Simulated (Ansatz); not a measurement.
`[OH][Zr]([OH])([F])[I]` and `C#[C][Zr]([OH])([OH])[F]` differ in one atom or group.

Ansatz, PBE0-D4/def2-TZVP geometries, multiplicity 1. Each molecule was computed in one conformer, which needn't be the lowest.

Elements past krypton have def2 core potentials.

| property | `[OH][Zr]([OH])([F])[I]` |
| --- | --- |
| size of the dipole moment (B3LYP/def2-TZVPP) / D | 3.84 |
| HOMO–LUMO gap (B3LYP/def2-TZVPP) / eV | 6.08 |
| size of the dipole moment (PBE/def2-TZVPP) / D | 3.79 |
| LUMO energy (PBE/def2-TZVPP) / eV | -1.83 |
| HOMO energy (ωB97M-V/def2-TZVPP) / eV | -9.65 |
| HOMO–LUMO gap (PBE0/def2-TZVPP) / eV | 6.56 |

Give the same properties after the change, and the shifts. (Estimate.)

Ansatz gave: 
| property | `C#[C][Zr]([OH])([OH])[F]` | shift |
| --- | --- | --- |
| size of the dipole moment (B3LYP/def2-TZVPP) / D | 2.98 | -0.86 |
| HOMO–LUMO gap (B3LYP/def2-TZVPP) / eV | 6.32 | 0.24 |
| size of the dipole moment (PBE/def2-TZVPP) / D | 2.94 | -0.85 |
| LUMO energy (PBE/def2-TZVPP) / eV | -1.96 | -0.13 |
| HOMO energy (ωB97M-V/def2-TZVPP) / eV | -10.16 | -0.51 |
| HOMO–LUMO gap (PBE0/def2-TZVPP) / eV | 6.81 | 0.25 |

With PBE0 the HOMO falls by 0.35 eV and the LUMO falls by 0.11 eV, so the gap widens by about 0.24 eV. PBE moves the HOMO by -0.28 eV and ωB97M-V by -0.51 eV. The zero-point energy changes by 45.5 kJ/mol with +6 modes. Dipoles are sizes alone; their direction can turn.

B3LYP here is the variant with VWN-RPA as its local correlation; programs differ in this.

Spin–orbit coupling is left out; it splits and shifts lone-pair levels of the heavy atoms by tenths of an eV.
